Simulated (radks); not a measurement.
Values are calculated unless marked as measured or tabulated.
Q: Ionisation of K16+, [He] 2s1, to K17+, [He], under several functionals. Dirac Kohn-Sham, spin-unpolarised, spherical densities, point nucleus; a radial shooting solver on a logarithmic mesh with Libxc functionals. Known Delta-SCF values: LDA (Slater exchange, VWN5 correlation) 1028.5 eV. What does LDA (Slater exchange, Perdew-Zunger correlation) give, and what is its highest occupied eigenvalue?

A: 1028.5 eV by Delta-SCF; the 2s1/2 eigenvalue is -999.07 eV. NIST: 1034.5 eV (theoretical).

Beside tabulated values, note that spin-unpolarised runs miss the spin-polarisation part of the exchange energy of open shells.
